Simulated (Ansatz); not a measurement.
C₂H₈ClNOSi (SMILES CCO[SiH](N)Cl), singlet, at a GFN2-xTB geometry, atoms displaced at random by about 0.03 Å a coordinate; B3LYP/STO-3G, gradient in Ansatz (a program for electronic structure).

Input for Ansatz:
Ansatz 0.2 input:
```yaml
crystal:
  periodic: [false, false, false]
  atoms:
    - {symbol: Si, position_ang: [0.88689400, -0.41699500, 0.05204841]}
    - {symbol: N, position_ang: [1.43262584, -0.45925884, 1.63720296]}
    - {symbol: Cl, position_ang: [1.24021698, 1.42139276, -0.72060812]}
    - {symbol: O, position_ang: [-0.70281287, -0.71227578, 0.22200580]}
    - {symbol: C, position_ang: [-1.74125516, -0.44963075, -0.72135593]}
    - {symbol: C, position_ang: [-3.02029366, -0.29134174, 0.17424066]}
    - {symbol: H, position_ang: [1.46089606, -1.32276435, -0.90828699]}
    - {symbol: H, position_ang: [2.36465139, -0.29277726, 1.85760856]}
    - {symbol: H, position_ang: [0.99910901, -1.24116713, 2.25404102]}
    - {symbol: H, position_ang: [-1.53969804, 0.42667411, -1.22356928]}
    - {symbol: H, position_ang: [-1.84033396, -1.30700113, -1.34926589]}
    - {symbol: H, position_ang: [-3.23865047, -1.23381617, 0.58795937]}
    - {symbol: H, position_ang: [-2.93504339, 0.48726065, 0.77710397]}
    - {symbol: H, position_ang: [-3.85337817, -0.15281489, -0.51450353]}
basis:
  gaussian:
    orbitals: STO-3G
hamiltonian:
  xc: b3lyp
output: {forces: true}
```

Q: Write the output that Ansatz gives for this input, abridged.

A: 
```
Functional definition: B3LYP
592 factors; integrals over basis functions are off by at most 3.2e-5 eV
mean field evaluation 1: about -25837.9202 eV, gradient 3.1e1 eV
mean field evaluation 2: about -25838.3835 eV, gradient 3.1e1 eV
mean field evaluation 4: about -25841.1109 eV, gradient 7.8e-1 eV
mean field evaluation 8: about -25841.0740 eV, gradient 1.9e-2 eV
mean field -25841.07397449 eV, -949.6419528535 hartree, gradient 2.1e-5 eV, S^2 0.000000; 0 other end points of the search recorded, 0 dependent functions left out
the calculation of the forces begins
reference -25841.07421361 eV, -949.6419616409 hartree; 33, 33 occupied and 13, 13 virtual orbitals, 592 factors
Total energy: -25841.07421361 eV, -949.6419616409 hartree
Atom 0 at     0.886894    -0.416995     0.052048 Å, force    -0.256862    -1.280845    -0.915367 eV/Å
Atom 1 at     1.432626    -0.459259     1.637203 Å, force    -3.933333    -2.498606     1.536003 eV/Å
Atom 2 at     1.240217     1.421393    -0.720608 Å, force     0.568954     2.272842    -0.968969 eV/Å
Atom 3 at    -0.702813    -0.712276     0.222006 Å, force    -0.444491    -0.800552     1.682826 eV/Å
Atom 4 at    -1.741255    -0.449631    -0.721356 Å, force    -0.337719    -1.608164     3.779971 eV/Å
Atom 5 at    -3.020294    -0.291342     0.174241 Å, force    -0.537573    -3.444074    -6.288139 eV/Å
Atom 6 at     1.460896    -1.322764    -0.908287 Å, force     0.430114    -0.281959    -0.247355 eV/Å
Atom 7 at     2.364651    -0.292777     1.857609 Å, force     3.623571     0.538258     1.024745 eV/Å
Atom 8 at     0.999109    -1.241167     2.254041 Å, force     1.021577     1.703804    -1.035852 eV/Å
Atom 9 at    -1.539698     0.426674    -1.223569 Å, force     0.391953     3.155217    -2.469825 eV/Å
Atom 10 at    -1.840334    -1.307001    -1.349266 Å, force    -0.482999    -1.177002    -1.710603 eV/Å
Atom 11 at    -3.238650    -1.233816     0.587959 Å, force    -0.032263    -1.534897     1.779291 eV/Å
Atom 12 at    -2.935043     0.487261     0.777104 Å, force     0.460637     4.324325     4.058020 eV/Å
Atom 13 at    -3.853378    -0.152815    -0.514504 Å, force    -0.471565     0.631653    -0.224746 eV/Å
Dipole moment:    -0.038311    -0.615741     0.108802 e Å
```
